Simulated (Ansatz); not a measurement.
Consider the cleavage of the Ge–B bond: `F[BH][GeH2][SH]` + PH₃ → `[PH2][GeH2][SH]` + `BF`.

Gas-phase electronic energies from Ansatz, PBE0-D4/def2-TZVP geometries. CBS: MP2 limit from def2 TZ/QZ plus the TZ coupled-cluster correction, frozen cores. This one scheme is used for every species. DFT in def2-TZVPP. B3LYP here is the variant with VWN-RPA as its local correlation; programs differ in this. For Ge outer-core shells are correlated without core-valence functions, which leaves a few kJ/mol of doubt a bond. Scalar relativity is left out up to krypton. Each species was taken in one conformer, which may not be the lowest.

**Question.** Is it downhill or uphill in electronic energy at CCSD(T)/CBS, and by how much? (Best estimate.)

**Answer.** The calculation gave: Downhill: ΔE = -42.2 kJ/mol.

**Question.** What do these levels give: PBE0, B3LYP, RPA@PBE/def2-TZVPP, CCSD/def2-SVP, HF/def2-TZVPP, CCSD(T)/def2-TZVPP? (Best estimate.)

**Answer.** Computed: PBE0 -40.3, B3LYP -38.6, RPA@PBE/def2-TZVPP -38.5, CCSD/def2-SVP -40.5, HF/def2-TZVPP -44.3, CCSD(T)/def2-TZVPP -41.3 kJ/mol.

Largest T1 diagnostic among the species: 0.013.

The D4 term adds −3.6 kJ/mol with B3LYP and −2.0 kJ/mol with PBE0; it sums over pairs of atoms, weighted by their polarisabilities, and B3LYP, whose exchange is more repulsive, gets the larger term. Leaving LDA and LC-ωPBE aside and taking each functional with its dispersion term where it has one, the values, not all of them listed here, spread over 6.9 kJ/mol, from BHLYP-D4 to PBE-D4. LDA lies +3.2 kJ/mol from PBE without D4.
